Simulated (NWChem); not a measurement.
Species: GaCl₂ cation; SMILES [Cl][Ga+][Cl]

```xyz
3

Ga     0.0000     0.0000     0.0000
Cl     0.0000     0.0000     2.0410
Cl     0.0000     0.0000    -2.0410
```
Atoms are numbered in this order, from 1.

Coordinates come from a PBE0/def2-SVP optimisation.

**Question.** List the 4 lowest vertical singlet excitations from LRC-wPBEh/6-31G* (spherical d), TDA (NWChem).

**Answer.** 
```csv
state,energy (eV),oscillator strength,leading excitation (squared amplitude)
S1,5.24,0.000,HOMO → LUMO (0.99)
S2,5.24,0.000,HOMO−1 → LUMO (0.99)
S3,5.79,0.028,HOMO−3 → LUMO (0.57)
S4,5.79,0.028,HOMO−2 → LUMO (0.57)
```
